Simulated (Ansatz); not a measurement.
Spectroscopic constants of LiO, multiplicity 2 (the spin of the measured ground state).

D_e counts from the fitted minimum to each atom's lowest state at the same level, without counterpoise.

Correlated levels freeze the inner cores; with def2 sets outer-core shells near the valence are correlated too.

The values were computed with Ansatz (Gaussian basis) for Hartree–Fock, density functionals and correlated methods. Values without a source in brackets are computed.

PBE/def2-TZVPP gives 85.70 kcal/mol for the bond energy D_e.

Predict the shift from PBE, with its sign, for: r2SCAN/def2-TZVPP, PBE0/def2-TZVPP, wB97M-V/def2-TZVPP, B2PLYP/def2-TZVPP, CCSD(T)/def2-QZVPP.

r2SCAN/def2-TZVPP -2.51; PBE0/def2-TZVPP -6.39; wB97M-V/def2-TZVPP 0.04; B2PLYP/def2-TZVPP -3.50; CCSD(T)/def2-QZVPP -3.52 kcal/mol. 1 of 5 lie above PBE; the widest gap is to PBE0/def2-TZVPP.

Ansatz is a program for electronic structure.
